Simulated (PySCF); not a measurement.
YH₃ (singlet). Computed with BP86 in PySCF with Y def2-TZVP with ECP28, H def2-TZVP; scalar-relativistic core potentials, no spin–orbit coupling; density-fitted integrals.

Harmonic bands of its minimum:

```json
{"ω (cm⁻¹)": "266", "IR (km/mol, summed over degenerate members)": "565", "degeneracy": "1"}
{"ω (cm⁻¹)": "551", "IR (km/mol, summed over degenerate members)": "175", "degeneracy": "2"}
{"ω (cm⁻¹)": "1429", "IR (km/mol, summed over degenerate members)": "1406", "degeneracy": "2"}
{"ω (cm⁻¹)": "1493", "IR (km/mol, summed over degenerate members)": "37.5", "degeneracy": "1"}
```

Question: The central atom is Y. Infer the point group and assign the bands.

Answer: C3v. The modes span 2a1 + 2e: 266 a1, 551 e, 1429 e, 1493 a1. The computed geometry has Y–H 1.977 Å (×3); H–Y–H 113.6° (×3).

Only a few start shapes were tried, so a lower isomer may exist.
